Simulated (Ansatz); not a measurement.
Total energies of C2H5GeN (`[CH]1=N[CH2][GeH2]1`).

```xyz
9

C     0.722   -1.125    0.135
N     0.533   -0.485    1.222
C    -0.267    0.698    0.862
Ge   -0.264    0.105   -1.043
H     1.292   -2.054    0.113
H    -1.226    0.703    1.384
H     0.261    1.623    1.101
H    -1.578   -0.382   -1.686
H     0.526    0.919   -2.087
```

Total charge 0; spin multiplicity 1. Correlated methods include outer-core shells of Ge, which these sets cover unevenly. Scalar relativity is left out up to krypton. The structure was optimised at the PBE0-D4/def2-TZVP level. Basis def2-TZVPP, the Gaussian-basis code of Ansatz.

RPA on PBE orbitals: Hartree–Fock energy of these orbitals -2208.38050 Eh, correlation -1.25432 Eh (frozen core).

| functional | kind | energy without D4 (Eh) | D4 term (kJ/mol) |
| --- | --- | --- | --- |
| BHLYP | global hybrid, 50 % | -2210.84996 | -21.4 |
| PBE-QIDH | double hybrid | -2210.18578 | – |

(1) Give the same for LDA (SPW92), PBE, revPBE, BLYP, r2SCAN, B97M-V, PBE0, B3LYP, r2SCANh, r2SCAN0, HSE06 (plane-wave form), CAM-B3LYP, LC-ωPBE, ωB97X-V, ωB97M-V, B2PLYP. (An estimate is asked.)

B3LYP takes the VWN-RPA correlation (the form of Gaussian; ORCA's B3LYP/G). HSE06 is the plane-wave form, built on full-range PBE exchange. The double hybrids freeze the cores in their second-order part.

Results:

(1) Computed: 
| functional | kind | energy without D4 (Eh) | D4 term (kJ/mol) |
| --- | --- | --- | --- |
| LDA (SPW92) | LDA | -2206.61511 | – |
| PBE | GGA | -2210.47268 | -17.3 |
| revPBE | GGA | -2210.76214 | -54.6 |
| BLYP | GGA | -2210.95941 | -38.6 |
| r2SCAN | meta-GGA | -2210.86852 | -4.0 |
| B97M-V | meta-GGA with VV10 | -2210.56343 | – |
| PBE0 | global hybrid, 25 % exact exchange | -2210.53541 | -14.4 |
| B3LYP | global hybrid, 20 % | -2211.00703 | -28.0 |
| r2SCANh | meta-GGA hybrid, 10 % | -2210.85296 | -4.3 |
| r2SCAN0 | meta-GGA hybrid, 25 % | -2210.83108 | -4.7 |
| HSE06 (plane-wave form) | screened hybrid | -2210.52852 | -13.4 |
| CAM-B3LYP | range-separated hybrid | -2211.00602 | -14.5 |
| LC-ωPBE | long-range corrected hybrid | -2210.59327 | – |
| ωB97X-V | range-separated hybrid GGA with VV10 | -2210.72743 | – |
| ωB97M-V | range-separated hybrid meta-GGA with VV10 | -2210.78209 | – |
| B2PLYP | double hybrid | -2210.47356 | – |

LC-ωPBE has ω = 0.4 bohr⁻¹.
